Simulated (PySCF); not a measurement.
Identify the unknown among the candidates.

All candidates are C3H11NOSi4.

| technique | computed result |
| --- | --- |
| 13C NMR | chemical shifts (computed TMS as zero) by class: 86.5 (1 C), 71.6 (1 C), -1.0 (1 C) ppm [GIAO PBE0/pcSseg-1] |
| Rotational structure | rotational constants A, B, C: 1.537, 0.478, 0.446 GHz [GFN2-xTB] |
| 1H NMR | chemical shifts (computed TMS as zero) by class: 5.58 (1 H), 5.17 (1 H), 5.13 (3 H), 5.12 (1 H), 4.25 (1 H), 4.18 (1 H), 1.72 (1 H), 1.34 (1 H), 0.97 (1 H) ppm [GIAO PBE0/pcSseg-1] |
| Dipole | 1.07 D [PBE0/pcSseg-1] |
| NMR, other nuclei | isotropic shieldings of nuclei other than C and H, by class: 214 (1 N), 290 (1 O), 367 (1 Si), 373 (1 Si), 396 (1 Si), 421 (1 Si) ppm [GIAO PBE0/pcSseg-1] |

Electronic properties: PySCF, gas phase, density fitting. Levels stand in brackets. The structure is a single GFN2-xTB conformer in the gas phase; no vibrational or solvent corrections. NMR values are class means; diastereotopic atoms form classes of their own.

Task: Which candidate is it?
A. `C#C[C@@H]1[SiH2]N[Si@H](O[SiH3])[SiH2]1`
B. `C#C[Si@@H]1O[SiH2]N(C)[Si@H]1[SiH3]`
C. `C#CC[Si@@H]1[SiH2][Si@@H](N)[Si@H]1O`
D. `CC[Si@@H]1[Si@H](O)[SiH2][Si@H]1C#N`
E. `C#CC[Si@@H]1[SiH2][Si@@H](N)[Si@@H]1O`

Result: A. It is `C#C[C@@H]1[SiH2]N[Si@H](O[SiH3])[SiH2]1`. Numbering: `[CH:1]#[C:2][C@@H:3]1[SiH2:4][NH:5][Si@H:6]([O:7][SiH3:8])[SiH2:9]1`. Its formula, C3H11NOSi4, gives 3 degrees of unsaturation: 1 ring and 2 π bonds in the structure found. 3 carbons fall into 3 classes; from least to most shielded: alkyne carbon [C2] (86.5 ppm), terminal alkyne carbon [C1] (71.6 ppm), ring sp3 carbon bound to silicon [C3] (-1.0 ppm). Hydrogen classes from least to most shielded: 1 H on an oxygen-bound silicon, Si6 (5.58 ppm), 1 H on an SiH2 silicon, Si4 (5.17 ppm), 3 H on an oxygen-bound silicon, Si8 (5.13 ppm), 1 H on an SiH2 silicon, Si4 (5.12 ppm), 1 H on an SiH2 silicon, Si9 (4.25 ppm), 1 H on an SiH2 silicon, Si9 (4.18 ppm), 1 H on an sp3 carbon bound to silicon, C3 (1.72 ppm), 1 H on a terminal alkyne carbon, C1 (1.34 ppm), 1 H on a nitrogen bridging silicon atoms, N5 (0.97 ppm). The other shieldings belong to: 214 ppm, nitrogen bridging silicon atoms [N5]; 290 ppm, siloxane oxygen [O7]; 367 ppm, oxygen-bound silicon [Si6]; 373 ppm, SiH2 silicon [Si4]; 396 ppm, oxygen-bound silicon [Si8]; 421 ppm, SiH2 silicon [Si9]. The optimised geometry has point group C1 and is an asymmetric top.

The others, at the same levels:
- `C#C[Si@@H]1O[SiH2]N(C)[Si@H]1[SiH3]` fails: its computed 13C shifts are 104.8 (1 C), 90.7 (1 C), 31.0 (1 C) ppm, 1H shifts are 5.70 (1 H), 5.31 (1 H), 5.10 (1 H), 4.99 (1 H), 3.51 (3 H), 2.83 (3 H), 2.20 (1 H) ppm and rotational constant A is 1.096 GHz (against 1.537 GHz).
- `C#CC[Si@@H]1[SiH2][Si@@H](N)[Si@H]1O` fails: its computed 1H shifts are 6.94 (1 H), 5.76 (1 H), 4.70 (1 H), 4.08 (1 H), 4.02 (1 H), 1.78 (1 H), 1.70 (1 H), 1.19 (1 H), 0.32 (1 H), 0.21 (2 H) ppm, rotational constant A is 1.101 GHz (against 1.537 GHz) and smallest rotational constant is 0.578 GHz (against 0.446 GHz).
- `C#CC[Si@@H]1[SiH2][Si@@H](N)[Si@@H]1O` fails: its computed 1H shifts are 6.43 (1 H), 6.15 (1 H), 5.04 (1 H), 4.10 (1 H), 3.97 (1 H), 2.30 (1 H), 2.09 (1 H), 1.34 (1 H), 0.20 (1 H), -0.52 (2 H) ppm, rotational constant A is 1.319 GHz (against 1.537 GHz) and dipole moment is 3.14 D (against 1.07 D).
- `CC[Si@@H]1[Si@H](O)[SiH2][Si@H]1C#N` fails: its computed 13C shifts are 123.5 (1 C), 14.1 (1 C), 8.5 (1 C) ppm, 1H shifts are 6.71 (1 H), 4.94 (1 H), 4.62 (1 H), 4.32 (1 H), 4.23 (1 H), 1.46 (1 H), 1.37 (3 H), 1.18 (1 H), 0.43 (1 H) ppm and rotational constant A is 1.088 GHz (against 1.537 GHz).

Each candidate is one conformer, not necessarily the lowest. The conformers computed, where there is a choice (atom-mapped SMILES and torsion angles):
- `[CH:1]#[C:2][CH2:3][Si@@H:4]1[SiH2:5][Si@@H:6]([NH2:7])[Si@H:8]1[OH:9]`: C2–C3–Si4–Si5 50°, H–N7–Si6–Si5 -70°, H–N7–Si6–Si5 68°, H–O9–Si8–Si6 174°
- `[CH:1]#[C:2][CH2:3][Si@@H:4]1[SiH2:5][Si@@H:6]([NH2:7])[Si@@H:8]1[OH:9]`: C2–C3–Si4–Si5 -65°, H–N7–Si6–Si5 -60°, H–N7–Si6–Si5 164°, H–O9–Si8–Si6 77°
- `[CH3:1][CH2:2][Si@@H:3]1[Si@H:4]([OH:5])[SiH2:6][Si@H:7]1[C:8]#[N:9]`: C1–C2–Si3–Si4 -64°, H–O5–Si4–Si3 -175°

The conformers of `C#C[C@@H]1[SiH2]N[Si@H](O[SiH3])[SiH2]1` and `C#C[Si@@H]1O[SiH2]N(C)[Si@H]1[SiH3]` aren't listed.
